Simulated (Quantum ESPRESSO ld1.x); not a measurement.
Species: Mn15+. Configuration: [He] 2s2 2p5 4p1 (not the ground configuration). Calculated with ld1.x of Quantum ESPRESSO 7.5: non-relativistic Kohn-Sham, LDA (Slater exchange, Perdew-Wang correlation), spin-polarised, spherical densities, point nucleus; open shells are filled with parallel spins first.

Radial electron density D(r) = 4 pi r^2 rho(r):

| r (bohr) | D(r) (e/bohr) | spin D(r) |
|---|---|---|
| 0.004157 | 1.846 | -0.000207 |
| 0.005285 | 2.820 | -0.000242 |
| 0.006719 | 4.243 | -0.000175 |
| 0.008541 | 6.261 | 0.000220 |
| 0.01094 | 9.120 | 0.00159 |
| 0.01391 | 12.71 | 0.00527 |
| 0.01769 | 17.03 | 0.0145 |
| 0.02249 | 21.71 | 0.0364 |
| 0.02858 | 25.99 | 0.0854 |
| 0.03663 | 28.89 | 0.194 |
| 0.04657 | 29.18 | 0.403 |
| 0.0592 | 26.82 | 0.783 |
| 0.07525 | 23.12 | 1.40 |
| 0.09644 | 20.65 | 2.31 |
| 0.1226 | 21.76 | 3.31 |
| 0.1558 | 25.50 | 4.07 |
| 0.1981 | 27.76 | 4.12 |
| 0.2519 | 24.51 | 3.32 |
| 0.3227 | 15.94 | 2.08 |
| 0.4103 | 7.492 | 1.20 |
| 0.5216 | 2.500 | 0.708 |
| 0.6631 | 0.4798 | 0.194 |
| 0.8497 | 0.09161 | 0.0717 |
| 1.08 | 0.7821 | 0.781 |
| 1.373 | 1.108 | 1.11 |
| 1.746 | 0.5238 | 0.524 |
| 2.219 | 0.08524 | 0.0852 |
| 2.844 | 0.003665 | 0.00367 |

D(r) has 3 maxima, at r = 0.0423, 0.198, 1.31 bohr, and minima at 0.101, 0.803 bohr, inside which lie 2.19, 9.15 electrons.
